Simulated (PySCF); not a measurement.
H4Hf, multiplicity 1. Atoms are numbered in the order given.

```xyz
5

Hf     0.0000     0.0000     0.0000
H      1.0683     1.0683     1.0683
H     -1.0683     1.0683    -1.0683
H     -1.0683    -1.0683     1.0683
H      1.0683    -1.0683    -1.0683
```

The structure is a stationary point at B3LYP-D3(BJ)/def2-TZVPD. The spin state was assumed, not searched. The def2 effective core potentials stand for the cores of Hf; spin–orbit coupling is left out.

These are CAM-B3LYP/def2-TZVPD (PySCF) values and carry that method's errors.

Symmetry labels are those of the subgroup D2 that the program uses (full group Td).

Computed valence orbital energies around the gap with their symmetry:
```json
[
 {"orbital": "HOMO−7", "symmetry": "A", "energy (eV)": "-70.56"},
 {"orbital": "HOMO−6", "symmetry": "B1", "energy (eV)": "-38.71"},
 {"orbital": "HOMO−5", "symmetry": "B2", "energy (eV)": "-38.71"},
 {"orbital": "HOMO−4", "symmetry": "B3", "energy (eV)": "-38.71"},
 {"orbital": "HOMO−3", "symmetry": "A", "energy (eV)": "-11.37"},
 {"orbital": "HOMO−2", "symmetry": "B1", "energy (eV)": "-9.91"},
 {"orbital": "HOMO−1", "symmetry": "B2", "energy (eV)": "-9.91"},
 {"orbital": "HOMO", "symmetry": "B3", "energy (eV)": "-9.91"},
 {"orbital": "LUMO", "symmetry": "A", "energy (eV)": "-0.93"},
 {"orbital": "LUMO+1", "symmetry": "A", "energy (eV)": "-0.93"},
 {"orbital": "LUMO+2", "symmetry": "B1", "energy (eV)": "-0.65"},
 {"orbital": "LUMO+3", "symmetry": "B2", "energy (eV)": "-0.65"}
]
```
